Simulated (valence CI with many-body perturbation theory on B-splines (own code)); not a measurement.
# Energy levels of Yb64+

Calculated by valence CI with perturbative core correlation (CI+MBPT): four valence electrons over a frozen Dirac-Fock core [He], radial functions for each j: 11 s, 11 p, 10 d, 8 f, 5 g, 2 h, with the one-electron correlation potential Σ1 (screened to all orders), the two-electron term Σ2, the three-electron term Σ3, Breit, model QED; selected single and double excitations, second order for the rest, scaled by the run's own slope (own B-spline code, finite nucleus).

No measured spectrum was set against this ion. As an estimate, large intervals hold to a few tenths of a per cent, small ones and those within an open d or f shell to about a per cent. Among the levels kept, up to 1100 cm⁻¹ of a level comes from second order outside the variational space, and about a tenth of that is noise between levels of different J, which matters for small intervals.

Levels 181 to 211 of 211, with energies above the lowest level, (2s^2 2p1/2^2) J=0. "Leading %" is the weight of the configuration and term that name the level; weights of strongly mixed levels are sums over their largest components and can fall short. In the jj column 3d3/2^4 stands for four electrons in 3d with j = 3/2. Lifetimes count E1, E2, E3, M1 and M2 decay at the calculated energies, and are blank where another channel may lead or the interval is too uncertain; long ones can be off by a factor of two.

| No. | Configuration | Term | J | E (eV) | Leading % | Lifetime | Second component | g | Leading jj |
| --- | --- | --- | --- | --- | --- | --- | --- | --- | --- |
| 181 | 2s2p²3d | ³D | 2 | 12221 | 47 | 560 as | 15 % 2s2p²3d ¹D | 1.192 | 2s 2p3/2^2 3d5/2 (62 %) |
| 182 | 2s2p²3d | ³P | 0 | 12224 | 68 | 593 as | 31 % 2s2p²3d ¹S |  | 2s 2p3/2^2 3d3/2 (72 %) |
| 183 | 2s2p²3d | ³F | 4 | 12274 | 63 | 41.7 fs | 15 % 2s2p²3d ¹G | 1.176 | 2s 2p3/2^2 3d5/2 (97 %) |
| 184 | 2s2p²3d | ³D | 3 | 12277 | 74 | 28.4 fs | 6 % 2s2p²3d ³F | 1.271 | 2s 2p3/2^2 3d5/2 (99 %) |
| 185 | 2s2p²3d | ³D | 3 | 12283 | 47 | 705 as | 20 % 2s2p²3d ¹F | 1.240 | 2s 2p3/2^2 3d5/2 (98 %) |
| 186 | 2s2p²3d | ¹D | 2 | 12292 | 48 | 4.09 fs | 28 % 2s2p²3d ³D | 1.066 | 2s 2p3/2^2 3d5/2 (97 %) |
| 187 | 2s2p²3d | ³P | 1 | 12295 | 36 | 707 as | 30 % 2s2p²3d ¹P | 1.168 | 2s 2p3/2^2 3d5/2 (97 %) |
| 188 | 2s2p²3d | ³P | 2 | 12309 | 31 | 474 as | 23 % 2s2p²3d ¹D | 1.158 | 2s 2p3/2^2 3d5/2 (90 %) |
| 189 | 2s²2p4s | ³P° | 0 | 12310 | 100 | 8.40 fs |  |  | 2s^2 2p1/2 4s (100 %) |
| 190 | 2s²2p4s | ³P° | 1 | 12311 | 67 | 7.30 fs | 33 % 2s²2p4s ¹P° | 1.308 | 2s^2 2p1/2 4s (100 %) |
| 191 | 2p³3p | ⁵P | 3 | 12319 | 54 | 2.96 fs | 24 % 2p³3p ³F | 1.380 | 2p1/2 2p3/2^2 3p3/2 (98 %) |
| 192 | 2p³3p | ³P | 0 | 12321 | 99 | 2.74 fs |  |  | 2p1/2 2p3/2^2 3p3/2 (99 %) |
| 193 | 2p³3p | ³P | 2 | 12322 | 37 | 2.04 fs | 28 % 2p³3p ³D | 1.396 | 2p1/2 2p3/2^2 3p3/2 (92 %) |
| 194 | 2p³3p | ¹P | 1 | 12337 | 49 | 2.61 fs | 26 % 2p³3p ³D | 0.971 | 2p1/2 2p3/2^2 3p3/2 (98 %) |
| 195 | 2p³3p | ³D | 3 | 12342 | 68 | 2.98 fs | 29 % 2p³3p ¹F | 1.202 | 2p1/2 2p3/2^2 3p3/2 (99 %) |
| 196 | 2p³3p | ³F | 4 | 12343 | 97 | 3.08 fs |  | 1.222 | 2p1/2 2p3/2^2 3p3/2 (97 %) |
| 197 | 2s²2p4p | ³D | 1 | 12344 | 74 | 12.6 fs | 22 % 2s²2p4p ¹P | 0.639 | 2s^2 2p1/2 4p1/2 (100 %) |
| 198 | 2s²2p4p | ³P | 0 | 12358 | 67 | 13.0 fs | 33 % 2s²2p4p ¹S |  | 2s^2 2p1/2 4p1/2 (100 %) |
| 199 | 2p³3p | ³P | 1 | 12374 | 77 | 2.82 fs | 12 % 2p³3p ¹P | 1.446 | 2p1/2 2p3/2^2 3p3/2 (100 %) |
| 200 | 2p³3p | ¹D | 2 | 12387 | 51 | 2.95 fs | 27 % 2p³3p ³P | 1.138 | 2p1/2 2p3/2^2 3p3/2 (99 %) |
| 201 | 2p³3d | ⁵D° | 1 | 12397 | 47 | 5.19 fs | 38 % 2p³3d ³D° | 1.033 | 2p1/2 2p3/2^2 3d3/2 (100 %) |
| 202 | 2p³3d | ³F° | 2 | 12399 | 40 | 6.56 fs | 37 % 2p³3d ⁵D° | 1.057 | 2p1/2 2p3/2^2 3d3/2 (99 %) |
| 203 | 2p³3d | ⁵D° | 0 | 12400 | 55 | 3.19 fs | 24 % 2p³3d ¹S° |  | 2p1/2 2p3/2^2 3d3/2 (99 %) |
| 204 | 2p³3d | ³G° | 3 | 12405 | 41 | 3.51 fs | 23 % 2p³3d ³D° | 1.070 | 2p1/2 2p3/2^2 3d3/2 (99 %) |
| 205 | 2p³3p | ³P | 1 | 12407 | 51 | 2.79 fs | 28 % 2p³3p ³S | 1.489 | 2p1/2 2p3/2^2 3p3/2 (100 %) |
| 206 | 2p³3p | ³D | 2 | 12410 | 44 | 2.77 fs | 35 % 2p³3p ¹D | 1.139 | 2p1/2 2p3/2^2 3p3/2 (99 %) |
| 207 | 2p³3d | ³G° | 4 | 12418 | 51 | 62.3 fs | 38 % 2p³3d ¹G° | 1.027 | 2p1/2 2p3/2^2 3d3/2 (100 %) |
| 208 | 2p³3d | ³F° | 3 | 12435 | 40 | 750 as | 32 % 2p³3d ³D° | 1.131 | 2p1/2 2p3/2^2 3d3/2 (99 %) |
| 209 | 2p³3d | ³D° | 2 | 12437 | 35 | 710 as | 32 % 2p³3d ³P° | 1.204 | 2p1/2 2p3/2^2 3d3/2 (98 %) |
| 210 | 2p³3d | ³P° | 1 | 12444 | 42 | 616 as | 31 % 2p³3d ³S° | 1.406 | 2p1/2 2p3/2^2 3d3/2 (98 %) |
| 211 | 2p³3d | ³F° | 2 | 12472 | 68 | 14.1 fs | 18 % 2p³3d ¹D° | 0.788 | 2p1/2 2p3/2^2 3d3/2 (96 %) |
